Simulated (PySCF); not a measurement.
## Exercise with solution: oscillator strength and radiative lifetime

Zn(F)(SeH) (FHSeZn), SMILES [Zn]([F])[SeH].

Coordinates come from a B3LYP-D3(BJ)/def2-TZVP optimisation. One conformer was computed; it need not be the lowest.

PySCF 2.14.0 with TDA-M06-2X/def2-SVPD puts the first singlet state with f over 0.02 at 4.66 eV (vertical), with the transition dipole (0.000, 0.000, -0.572) in atomic units.

Task: Find the oscillator strength, the wavelength and the radiative lifetime that this transition would have in vacuum if emission retraced absorption.

Result: 
|μ|² = 0.3272 au, so |μ| = 1.45 D. ΔE = 4.66/27.211 = 0.1713 hartree. f = (2/3) ΔE |μ|² = 0.037 (the program prints 0.037).
λ = 1239.84/4.66 = 266 nm; ν = 37585 cm⁻¹.
Einstein's coefficient A = 0.6670 ν² f s⁻¹ (ν in cm⁻¹) = 3.5e7 s⁻¹, so τ = 1/A = 28 ns. This state is S1. The figure is the radiative limit of this one transition; relaxation, internal conversion, crossing to triplets and a medium change what is measured.
